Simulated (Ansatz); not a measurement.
B(NH2tBu)Me3 (C7H20BN). Charge 0, multiplicity 1. Geometry r2SCAN-D4/def2-SVP.

```
atom   x (Å)   y (Å)   z (Å)
  B1   1.136   0.926  -0.081
  N2   0.228  -0.468  -0.499
  C3  -1.094  -0.964   0.025
  C4  -1.435  -2.249  -0.741
  C5  -0.965  -1.267   1.516
  C6  -2.166   0.093  -0.225
  H7   0.138  -0.373  -1.517
  H8   0.909  -1.224  -0.375
  H9  -1.522  -2.058  -1.824
 H10  -2.395  -2.661  -0.396
 H11  -0.664  -3.022  -0.587
 H12  -0.149  -1.983   1.710
 H13  -0.763  -0.356   2.093
 H14  -1.901  -1.714   1.882
 H15  -1.972   1.004   0.354
 H16  -2.215   0.370  -1.291
 H17  -3.150  -0.305   0.066
 C18   1.556   0.849   1.483
 H19   1.969  -0.130   1.795
 H20   0.752   1.109   2.194
 H21   2.361   1.584   1.660
 C22   0.296   2.254  -0.483
 H23   0.991   3.113  -0.486
 H24  -0.512   2.526   0.218
 H25  -0.145   2.222  -1.498
 C26   2.421   0.707  -1.064
 H27   2.166   0.699  -2.142
 H28   2.992  -0.220  -0.858
 H29   3.135   1.538  -0.928
```

LC-ωPBE has ω = 0.4 bohr⁻¹.

(1) Estimate the orbital energies around the gap (eV) in Ansatz with PBE-D4/def2-TZVP, r2SCAN-D4/def2-TZVP, PBE0-D4/def2-SVP, PBE0-D4/def2-TZVP, LC-ωPBE/def2-TZVP.

Results:

(1) 
| orbital | PBE-D4/def2-TZVP | r2SCAN-D4/def2-TZVP | PBE0-D4/def2-SVP | PBE0-D4/def2-TZVP | LC-ωPBE/def2-TZVP |
| --- | --- | --- | --- | --- | --- |
| HOMO−5 | -8.09 | -8.44 | -9.43 | -9.54 | -12.41 |
| HOMO−4 | -8.08 | -8.43 | -9.43 | -9.53 | -12.39 |
| HOMO−3 | -7.85 | -8.19 | -9.18 | -9.29 | -12.15 |
| HOMO−2 | -7.08 | -7.37 | -8.36 | -8.44 | -11.17 |
| HOMO−1 | -5.99 | -6.25 | -7.19 | -7.30 | -10.05 |
| HOMO | -5.95 | -6.20 | -7.13 | -7.25 | -9.97 |
| LUMO | -0.60 | -0.05 | 0.73 | 0.21 | 2.29 |
| LUMO+1 | 0.60 | 1.22 | 2.01 | 1.45 | 3.52 |
| LUMO+2 | 0.73 | 1.42 | 2.14 | 1.55 | 3.59 |
| LUMO+3 | 0.91 | 1.52 | 2.38 | 1.78 | 3.92 |
| LUMO+4 | 1.12 | 1.84 | 2.58 | 1.95 | 4.03 |
| LUMO+5 | 1.41 | 2.13 | 2.92 | 2.25 | 4.35 |
